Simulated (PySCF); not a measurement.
```xyz
4
charge 0 multiplicity 1, angstrom
B     0.0000    0.0000    0.0000
I     2.1263    0.0000    0.0000
I    -1.0631    1.8414    0.0000
I    -1.0631   -1.8414    0.0000
```

Computed with PBE in PySCF with B def2-TZVP, I def2-TZVP with ECP28; scalar-relativistic core potentials, no spin–orbit coupling; density-fitted integrals.

This geometry of BI₃ is a stationary point at this level.

**Question.** What is the point group?

**Answer.** D3h.

**Question.** Is it a minimum?

**Answer.** Yes: all harmonic wavenumbers are real.

**Question.** What are the dipole moment and the gap between the highest occupied and lowest empty levels?

**Answer.** 0.00 D and 3.01 eV.

**Question.** Give the atomic charges and bond orders.

**Answer.** 
```csv
atom,Mulliken,Löwdin,polar tensor,Mayer order to B1
B1,-0.20,-1.57,0.98,–
"I2,3,4",0.07,0.52,-0.33,1.32
```

**Question.** What is the atomisation energy, with and without zero-point energy?

**Answer.** 998 kJ/mol without, 985 kJ/mol with.
